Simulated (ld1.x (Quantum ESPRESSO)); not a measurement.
## Before and after: TM potential for Ge (Z = 32)

germanium (Ge), norm-conserving Troullier–Martins (Kleinman–Bylander form), made with ld1.x (Quantum ESPRESSO) 7.5 (PBEsol, fully relativistic). Core [Ar] 3d10, reference 4s1.75 4p2.25. Waves: 4p (bound): rc 1.45 bohr; 4d channel at 0.05 Ry: rc 1.20 bohr; 4s (bound): rc 1.25 bohr. Local part: the s channel. Core correction: a·sin(br)/r model core inside 0.90 bohr.

Open shells are filled in proportion to 2j + 1 (rel_dist='average').

Change: wave 4p (bound): rc 1.45 bohr becomes 4p (bound): rc 2.12 bohr.

Cutoffs: the cutoffs (Ry, on a coarse ladder) from which the occupation-weighted sum of valence levels, in a spherical-Bessel basis at the reference potential, stays within 10 and 1 mRy of its value at 400 Ry; they do not see the model core or the augmentation charge, which bear on the density cutoff. Errors are all-electron minus pseudo energies relative to the spin-unpolarised reference configuration.

Problem. What does the change do?

Solution. The potential gets neither clearly harder nor softer (55 Ry and 140 Ry → 50 Ry and 140 Ry); both files keep a bound ghost (p); of the 7 tests that both files solve, the error grows in 3 and shrinks in 0 by more than 15 % and 0.3 meV (median size 3.0 → 3.8 meV). More of the atom is replaced by a form fitted at one configuration, so other configurations suffer.

```csv
quantity,base,changed
"cutoff, loose",55 Ry,50 Ry
"cutoff, tight",140 Ry,140 Ry
loose cutoff by channel (10 mRy a level),"p 40 Ry, s 45 Ry","p 12 Ry, s 45 Ry"
bound ghosts,"p3/2, p1/2","p3/2, p1/2"
"error for 4s2 4p2, meV [ΔE -1.97 eV]",-0.7,-0.9
"error for 4s2 4p1, meV [ΔE 5.49 eV]",-3.0,-3.8
"error for 4s2 4p0, meV [ΔE 20.94 eV]",-30,-32
"error for 4s2 4p1.5, meV [ΔE 0.84 eV]",-0.4,-0.9
"error for 4s0 4p4, meV [ΔE 14.24 eV]",-48,-55
"error for 4s2 4p2.3, meV [ΔE -2.85 eV]",-1.4,-1.4
"error for 4s1 4p3, meV [ΔE 6.01 eV]",-7.8,-9.0
```

 A true bound ghost makes a file unfit for plane-wave use even where its test errors are small: the radial tests pick states by their node count and pass the ghost by.
